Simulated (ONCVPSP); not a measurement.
# Configuration tests for arsenic (ONCV)

ONCVPSP 4.0.1 input, shortened (lines: element, Z, core and valence counts, functional; n l f; lmax; l rc ep ncon nbas qcut; lloc lpopt rc5 dvloc0; l nproj debl; icmod fcfact rcfact), Wu-Cohen, scalar-relativistic:

```
  As 33.00    6    2  -118130      upf
    1    0    2.00
    2    0    2.00
    2    1    6.00
    3    0    2.00
    3    1    6.00
    3    2   10.00
    4    0    2.00
    4    1    2.00
    2
    0    1.70    0.00    5    8    3.50
    1    1.50    0.00    3    6    5.90
    2    1.90    0.10    3    7    5.90
    4    5    1.30    0.00
    0    3    2.90
    1    2    0.80
    2    1    3.10
    3    4.75    1.30
```

Energies are relative to the spin-unpolarised reference configuration 4s2 4p2; without spin polarisation the order of configurations can differ from experiment.

| valence configuration | charge | ΔE all-electron (eV) | error AE − PS (meV) |
| --- | --- | --- | --- |
| 4s2 4p0 | +3 | 45.757 | -49 |
| 4s2 4p2.5 | +0.5 | -5.608 | +0.6 |

Problem. What are ΔE and the potential's error for 4s2 4p1?

Solution. ΔE = 17.976 eV all-electron; the error (AE − PS) is -8.3 meV.

Problem. What are ΔE and the potential's error for 4s2 4p3?

Solution. ΔE = -9.168 eV all-electron; the error (AE − PS) is +0.6 meV.

Levels in the configuration 4s2 4p3:

| level | all-electron (eV) | pseudo (eV) |
| --- | --- | --- |
| 4s | -14.526 | -14.518 |
| 4p | -5.195 | -5.195 |
